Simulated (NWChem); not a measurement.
Molecule: Si2H3I, singlet; SMILES [SiH3][Si]I

Program: NWChem. Low-valent species are run as closed-shell singlets; no triplet was tried in these runs. Geometry: optimised at PBE0/def2-SVP. Not confirmed as a minimum by frequencies. def2 effective core potentials on I; no spin-orbit coupling. Ions are spin-unrestricted doublets at the neutral geometry; other ion states weren't tried.

For level B3LYP/def2-SVP:

```
Item           Value
-------------  -----
−ε(HOMO) (eV)   6.24
```

### Question
How do the values read with level PBE/def2-SVP instead?

### Answer
−ε(HOMO) (eV): 5.47
